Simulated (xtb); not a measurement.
sulfur difluoride (F2S), SMILES FSF. All values are semi-empirical tight-binding results from xtb (GFN2-xTB unless named), good for trends rather than for accurate numbers. Geometry: GFN2-xTB.

| Item | Value |
|---|---|
| point group as xtb finds it | C2v |
| orbital gap | 2.49 eV |
| zero-point energy | 2.4 kcal/mol |
| G − E(el) at 298.15 K (modified RRHO) | -13.4 kcal/mol |
| static polarisability (D4 model) | 26.8 bohr³ |
| solvation energy, GFN2-xTB/ALPB(water) | 0.1 kcal/mol |
| solvation energy, GFN2-xTB/ALPB(acetonitrile) | -1.7 kcal/mol |
